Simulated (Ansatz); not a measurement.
`C[O][K]` and `C[O][GaH2]` differ in one atom or group.

Ansatz, PBE0-D4/def2-TZVP geometries, multiplicity 1. 

Scalar relativity is left out up to krypton.

```
                                          property  `C[O][K]`
             HOMO–LUMO gap (B3LYP/def2-TZVPP) / eV       2.94
               HOMO energy (B3LYP/def2-TZVPP) / eV      -4.23
           HOMO–LUMO gap (ωB97M-V/def2-TZVPP) / eV       6.28
  size of the dipole moment (B3LYP/def2-TZVPP) / D       8.42
size of the dipole moment (ωB97M-V/def2-TZVPP) / D       8.48
             LUMO energy (ωB97M-V/def2-TZVPP) / eV      -0.54
```

Give the same properties after the change, and the shifts. (Estimate.)

Ansatz gave: 
```json
{"property": "HOMO–LUMO gap (B3LYP/def2-TZVPP) / eV", "`C[O][GaH2]`": "6.14", "shift": "3.20"}
{"property": "HOMO energy (B3LYP/def2-TZVPP) / eV", "`C[O][GaH2]`": "-7.64", "shift": "-3.41"}
{"property": "HOMO–LUMO gap (ωB97M-V/def2-TZVPP) / eV", "`C[O][GaH2]`": "10.72", "shift": "4.44"}
{"property": "size of the dipole moment (B3LYP/def2-TZVPP) / D", "`C[O][GaH2]`": "1.08", "shift": "-7.34"}
{"property": "size of the dipole moment (ωB97M-V/def2-TZVPP) / D", "`C[O][GaH2]`": "1.12", "shift": "-7.36"}
{"property": "LUMO energy (ωB97M-V/def2-TZVPP) / eV", "`C[O][GaH2]`": "0.47", "shift": "1.01"}
```

With PBE0 the HOMO falls by 3.44 eV and the LUMO falls by 0.21 eV, so the gap widens by about 3.23 eV. PBE moves the HOMO by -3.40 eV and ωB97M-V by -3.43 eV. The zero-point energy changes by 41.7 kJ/mol with +6 modes. Dipoles are sizes alone; their direction can turn.

B3LYP here is the variant with VWN-RPA as its local correlation; programs differ in this.
